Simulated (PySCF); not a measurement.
Isomers C8H6F2:

A. `C1(=C/F)/C(=C)[C@@H](C#C)[C@@H]1F`
B. `C1=C(F)C=CC=C1C(=C)F`
C. SMILES C#C/C=C1/C(=C)CC1(F)F

Spectrum 1. ¹H NMR (500 MHz, computed): δ 7.69 (m, 1H), 7.69 (m, 1H), 7.54 (m, 1H), 7.33 (m, 1H), 5.46 (m, 1H), 5.37 (m, 1H). ¹³C{¹H} NMR (computed): δ 172.9 (C), 172.5 (C), 138.6 (C), 136.3 (CH), 125.0 (CH), 122.6 (CH), 116.6 (CH), 95.9 (CH2).

Spectrum 2. ¹H NMR (500 MHz, computed): δ 7.21 (m, 1H), 6.08 (br s, 1H), 5.90 (br s, 1H), 5.57 (m, 1H), 3.72 (m, 1H), 1.81 (d, 1H). ¹³C{¹H} NMR (computed): δ 158.9 (CH), 144.8 (C), 129.2 (C), 122.4 (CH2), 94.7 (CH), 86.8 (C), 79.3 (CH), 42.1 (CH).

Spectrum 3. ¹H NMR (500 MHz, computed): δ 6.16 (m, 1H), 5.97 (br s, 1H), 5.52 (br s, 1H), 3.55 (d, 1H), 3.30 (m, 2H). ¹³C{¹H} NMR (computed): δ 161.3 (C), 145.4 (C), 124.3 (C), 116.1 (CH2), 113.4 (CH), 104.0 (CH), 83.7 (C), 48.6 (CH2).

Theory: structure optimised with GFN2-xTB, GIAO PBE0/pcSseg-1 shieldings, in PySCF 2.14.0 with density-fitted response routines (isolated molecule, equivalent nuclei averaged, relativity neglected, one computed conformer).

Chemical shifts δ = σref − σ; TMS for ¹H (31.72 ppm) and ¹³C (186.93 ppm), all at this level. Splittings of carbon signals by F and P are missing where no couplings were computed. Where no couplings were computed, multiplicities follow the n + 1 count of equivalent neighbours, and m marks all less simple cases (inequivalent or close neighbours, rings, F or P nearby). Shifts are as computed. Against solution values, carbons near 30 ppm lie about +3 ppm off and those near 130 ppm about +5 ppm. Of 1211 compounds with measured shifts, 218 miss one by over three times the rms of a fit or turn the order of signals round; such compounds aren't used in these exercises.

Q: Match each spectrum to its structure.

A: 1–B, 2–A, 3–C.

- Spectrum 1 (B): 8 ¹³C signals; δC 172.9 is an aromatic carbon bearing fluorine; δC 136.3 is an aromatic CH.
- Spectrum 2 (A): 8 ¹³C signals; δC 158.9 is an alkene CH; δC 144.8 is a fully substituted alkene carbon.
- Spectrum 3 (C): 8 ¹³C signals; δC 161.3 is a fully substituted alkene carbon; δC 145.4 is a fully substituted alkene carbon.
